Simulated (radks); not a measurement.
Values are calculated unless marked as measured or tabulated.
Task: Valence configurations of the sulfur ion S+ (all share [Ne]). Code: a radial shooting solver on a logarithmic mesh with Libxc functionals. Model: Dirac Kohn-Sham, PBE, spin-unpolarised, spherical densities, finite nucleus; open shells are shared between the two j in proportion to 2j + 1; Fermi nuclear charge, rms radius 3.2611 fm. Order these by energy: 3s1 3p4; 3s2 3p3; 3p5; 3s1.5 3p3.5; 3s0.5 3p4.5.

Result: From the lowest, in eV above it: 3s2 3p3 0.000; 3s1.5 3p3.5 5.428; 3s1 3p4 10.878; 3s0.5 3p4.5 16.350; 3p5 21.841. NIST lists [Ne] 3s2 3p3 as the ground configuration; this level of theory agrees among the configurations tried. The energies are those of spherical spin-averaged densities, not of single terms.
